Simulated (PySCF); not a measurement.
MCl₃ across group 14

Level: PBE0, basis family def2-SVP, scalar-relativistic core potentials from Rb on and no relativity for lighter atoms.

Each entry is the lowest minimum that a search over a few typed start shapes (and spin states, where more than one is plausible) found, or that minimum re-optimised at the stated level; isomers with ligand–ligand bonds, or fragments after loss of a ligand pair, can lie lower. Open shells are unrestricted; no spin–orbit coupling; PySCF with density fitting.

(1) Order by mean bond length to the first atom of the formula (for M2X and M3X the non-metal), shortest first (Å).
A. PbCl₃
B. SnCl₃
C. CCl₃
D. SiCl₃

(2) Give point groups and multiplicities.

## Answers

(1) C (1.712), D (2.060), B (2.362), A (2.485).

(2) CCl₃ C3v doublet, SiCl₃ C3v doublet, SnCl₃ C3v doublet, PbCl₃ C3v doublet.

The bond lengthens at every step; the largest change, 0.348 Å, falls between CCl₃ and SiCl₃ among the members listed.

Spin–orbit coupling can matter for PbCl₃.

Left out of the table are members whose search was unfinished or whose lowest solution was spin-contaminated, unstable, very soft or bonded differently.
